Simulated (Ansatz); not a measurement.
Basis-set extrapolation for C₁₁H₁₄O₂ (`CC(C)(C)c1ccccc1C(=O)O`) (PBE0-D4/def2-TZVP geometry, frozen core, the Gaussian-basis code of Ansatz). Multiplicity 1, RHF reference.

```json
{"": "HF", "def2-TZVPP": "-574.660068", "def2-QZVPP": "-574.684636"}
{"": "MP2 correlation", "def2-TZVPP": "-2.272066", "def2-QZVPP": "-2.421677"}
{"": "CCSD(T) correlation", "def2-TZVPP": "-2.436128", "def2-QZVPP": "not run"}
```

Energies in hartree. Use E(X) = E(∞) + A·exp(−7.88·√X) for Hartree–Fock and E(X) = E(∞) + B·X^(−2.97) for correlation, with X = 3 and 4, and add CCSD(T) minus MP2 of the smaller set to the MP2 limit.

What is the CCSD(T) energy at the basis-set limit?

HF limit: -574.684636 + (-0.024568) × 0.13774 = -574.68802. MP2 limit: -2.421677 + (-0.149611) × 0.74074 = -2.53250. Higher-order term: -2.436128 − (-2.272066) = -0.16406. Total: -577.38458 hartree, 757.2 kJ/mol below CCSD(T)/def2-TZVPP.
